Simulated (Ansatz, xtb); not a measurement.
# Two isomers of C3H10Si2

We compare a, `C1C[SiH2]C[SiH2]1`, a singlet, with b, `C1C[SiH2][SiH2]C1`, a singlet. Both are isolated molecules in the gas phase, relaxed with PBE0-D3(BJ)/def2-SVP; the shapes shown needn't be the lowest conformers.

a (Å):

```xyz
15

C    -0.1517    0.8178   -0.3126
C    -0.6500   -0.5703   -0.7541
C     2.2893   -0.6974   -0.9960
Si    0.7120   -1.3340   -1.8360
Si    1.6619    0.6193    0.2174
H    -0.7780    1.2591    0.4799
H    -0.1840    1.5234   -1.1622
H    -0.7935   -1.2228    0.1259
H    -1.6239   -0.5257   -1.2684
H     0.6208   -0.7966   -3.2314
H     0.6329   -2.8268   -1.9030
H     2.8209   -1.5035   -0.4667
H     2.9889   -0.2723   -1.7323
H     2.4291    1.9024    0.1531
H     1.7335    0.1005    1.6210
```

b (Å):

```xyz
15

C    -0.0659    0.6419   -0.1857
C    -0.5914   -0.6235   -0.8799
C     1.3235    0.4244    0.4320
Si    0.7279   -1.2520   -2.1090
Si    2.4921   -0.2897   -0.8987
H    -0.7791    0.9782    0.5867
H    -0.0122    1.4651   -0.9217
H    -1.5609   -0.4431   -1.3705
H    -0.7585   -1.4183   -0.1313
H     0.5429   -0.6551   -3.4696
H     0.7337   -2.7415   -2.2431
H     3.5119   -1.2258   -0.3328
H     3.2070    0.7938   -1.6448
H     1.2568   -0.3138    1.2509
H     1.7192    1.3521    0.8749
```

Energies in hartree; the thermal terms are from GFN2-xTB frequencies at re-optimised GFN2-xTB minima (ideal gas, soft modes damped towards free rotors, one conformer each, 298.15 K, 1 atm) and include the zero-point energy:

```
                              a           b
E, CCSD(T)/def2-SVP  −697.756962  −697.744866
    E, MP2/def2-SVP  −697.662829  −697.648024
  E, MP2/def2-TZVPP  −698.143110  −698.122413
  zero-point energy     0.114082     0.115232
       H(298 K) − E     0.122266     0.123330
       G(298 K) − E     0.083939     0.084747
```

**Question.** Correct the CCSD(T) difference for the basis set by the MP2 change, then work out ΔE, ΔE₀, ΔH and ΔG for a → b in kJ/mol (1 Eh = 2625.50 kJ/mol) and the equilibrium ratio [b]/[a].

**Answer.** 1. Differences b − a: CCSD(T) +0.012096, MP2 in the small set +0.014805, MP2 in the large set +0.020697 Eh.
2. ΔE = +0.012096 + (+0.020697 − (+0.014805)) = +0.017988 Eh = +47.23 kJ/mol.
3. ΔE₀ = ΔE + ΔZPE = +0.017988 + (+0.001150) Eh = +50.25 kJ/mol.
4. ΔH = ΔE + (+0.001064) Eh = +50.02 kJ/mol.
5. ΔG = ΔE + (+0.000808) Eh = +49.35 kJ/mol, so ΔS = (ΔH − ΔG)/T = +2.3 J/(mol K).
6. kT = 0.9442 mEh, so K = [b]/[a] = exp(−ΔG/kT) = exp(−19.91) ≈ 2.3 × 10^−9.

Structure a is favoured at this temperature. An error of 4 kJ/mol in ΔG would change K by a factor of 5. The basis-set step is large, which makes the value less sure. GFN2-xTB found them nearly level. Mirror images and further conformers aren't counted.

As drawn, b has 1 C–C, 1 Si–Si in place of 2 C–Si.

Other levels gave ΔE = +1.7 (GFN2-xTB); +34.8 (HF/STO-3G, GFN2-xTB geometries); +37.1 (r2SCAN-D4/def2-SVP, GFN2-xTB geometries); +31.4 (PBE0-D3(BJ)/def2-SVP); +43.1 (HF/def2-SVP); +38.9 (MP2/def2-SVP); +31.8 (CCSD(T)/def2-SVP) kJ/mol. The correlated steps freeze 13 core orbitals. Programs: Ansatz 0.2.0, xtb 6.7.1.
